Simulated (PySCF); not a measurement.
Input for PySCF: R-MP2/6-31G* on H4O2Si (SMILES O[SiH2]O), a point of a torsion scan.

```python
from pyscf import gto, scf, dft, mp
from pyscf.data.elements import chemcore

mol = gto.M(
    atom='''
    O    -1.22829821    0.56915435    0.29480854
    Si   -0.07347085   -0.53679243   -0.03745418
    O     0.05031044   -1.52075314    1.24289365
    H    -1.13406558    1.48165575    0.04684510
    H     1.24707745    0.06288093   -0.14972036
    H    -0.50371167   -1.27158171   -1.22317603
    H    -0.72410597   -1.74447478    1.75197575
    ''',
    basis='6-31g*',
    cart=True,
    charge=0, spin=0, verbose=3, max_memory=1800)
mf = scf.RHF(mol)
mf.conv_tol = 1e-8
mf.max_cycle = 100
mf.kernel()
if not mf.converged:
    mf = mf.newton().run(mf.mo_coeff, mf.mo_occ)
pt = mp.MP2(mf, frozen=chemcore(mol)).run()
```

Program output:

```
converged SCF energy = -441.043525711622
E(RMP2) = -441.480505810132  E_corr = -0.436980098510023
E(SCS-RMP2) = -441.470803275739  E_corr = -0.427277564117137
```

The calculation finished and met its thresholds.

Cost: very roughly 0.25 core-seconds.
